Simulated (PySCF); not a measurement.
# Electron correlation in Ba (barium, neutral)

[Xe] 6s2, closed-shell 1S. All numbers are calculated (PySCF 2.14, the spin-free X2C one-electron Hamiltonian (Gaussian nucleus), in x2c-TZVPPall). Frozen: [Xe]; 2 electrons correlated.

With two correlated electrons CCSD is exact within the correlated space (frozen core and kept virtual orbitals).

| level | correlation energy (mhartree) |
| --- | --- |
| CCSD | -23.77 |

Diagnostics: T1 = 0.013, D1 = 0.0189, largest double amplitude 0.106.

Cost of the coupled-cluster step: of the order of 1.9 core-seconds, for 2 correlated electrons.

Iterations:

```
CC2 = 0
CCSD nocc = 1, nmo = 58
frozen orbitals [0, 1, 2, 3, 4, 5, 6, 7, 8, 9, 10, 11, 12, 13, 14, 15, 16, 17, 18, 19, 20, 21, 22, 23, 24, 25, 26]
max_cycle = 100
direct = 0
conv_tol = 1e-08
conv_tol_normt = 1e-06
diis_space = 8
diis_start_cycle = 0
Init t2, MP2 energy = -8131.6180136681  E_corr(MP2) -0.0170163875595761
Init E_corr(CCSD) = -0.0170163875596602
cycle = 1  E_corr(CCSD) = -0.0205960321596744  dE = -0.0035796446  norm(t1,t2) = 0.0541943
cycle = 2  E_corr(CCSD) = -0.0222046774761578  dE = -0.00160864532  norm(t1,t2) = 0.0264349
cycle = 3  E_corr(CCSD) = -0.0237603482788452  dE = -0.0015556708  norm(t1,t2) = 0.0138169
cycle = 4  E_corr(CCSD) = -0.0237646736140422  dE = -4.3253352e-06  norm(t1,t2) = 0.00205045
cycle = 5  E_corr(CCSD) = -0.0237693093882051  dE = -4.63577416e-06  norm(t1,t2) = 0.000828477
cycle = 6  E_corr(CCSD) = -0.0237704188189483  dE = -1.10943074e-06  norm(t1,t2) = 0.000349775
cycle = 7  E_corr(CCSD) = -0.0237690338137546  dE = 1.38500519e-06  norm(t1,t2) = 0.000114678
cycle = 8  E_corr(CCSD) = -0.0237716547818767  dE = -2.62096812e-06  norm(t1,t2) = 2.17048e-05
cycle = 9  E_corr(CCSD) = -0.0237704601041375  dE = 1.19467774e-06  norm(t1,t2) = 8.10279e-06
cycle = 10  E_corr(CCSD) = -0.0237707681897038  dE = -3.08085566e-07  norm(t1,t2) = 2.6411e-06
cycle = 11  E_corr(CCSD) = -0.0237707630491547  dE = 5.14054914e-09  norm(t1,t2) = 1.40441e-07
CCSD converged
E(CCSD) = -8131.624768043585  E_corr = -0.02377076304915468
```
